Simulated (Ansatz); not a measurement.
`[NH2][AlH][O]C[SiH3]` + H–F → `[NH2][AlH][O]CF` + SiH₄  (substitution at a C–Si bond)

Program: Ansatz. Geometries: PBE0-D4/def2-TZVP. ΔE: electronic, gas phase. CBS: MP2 limit from def2 TZ/QZ plus the TZ coupled-cluster correction, frozen cores. This one scheme is used for every species. Functionals use def2-TZVPP. HSE06 is defined as in plane-wave codes. One conformer a species, not always the lowest.

Q: Is it downhill or uphill in electronic energy at CCSD(T)/CBS, and by how much? (An estimate is asked.)

A: Ansatz gave: Uphill: ΔE = +19.4 kJ/mol.

Q: What do these levels give: r2SCAN0-D4, HSE06-D4, HF/def2-SVP, CCSD(T)/def2-SVP, MP2/def2-QZVPP, HF/CBS(def2)? (Estimate.)

A: Computed: r2SCAN0-D4 7.6, HSE06-D4 12.9, HF/def2-SVP -31.4, CCSD(T)/def2-SVP -12.9, MP2/def2-QZVPP 25.4, HF/CBS(def2) -14.4 kJ/mol.

Largest T1 diagnostic among the species: 0.012.

At CCSD(T), def2-SVP lies −32.2 kJ/mol from the extrapolated value and def2-TZVPP −7.3 kJ/mol. In def2-TZVPP, CCSD(T) changes the Hartree–Fock value by +27.6 kJ/mol (the triples alone add +2.4 kJ/mol) and MP2 by +36.4 kJ/mol.
